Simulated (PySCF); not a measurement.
Mg(I)(NH2) (H₂IMgN), SMILES [NH2][Mg][I]. The structure is a stationary point at PBE0-D3(BJ)/def2-TZVP. The def2 effective core potentials stand for the cores of I; spin–orbit coupling is left out. One conformer was computed; it need not be the lowest.

### Question
Give the equilibrium geometry at PBE0-D3(BJ)/def2-TZVP (PySCF confirms it by a frequency run) as a Z-matrix, and its point group. (An estimate is asked for; the answer gives what the named calculation found.)

### Answer
This is not unique; one that fits is point group C2v.
```
Mg
N 1 1.8746
H 2 1.0087 1 126.28
H 2 1.0087 3 107.45 1 180.00
I 1 2.5424 3 161.79 2 180.00
```
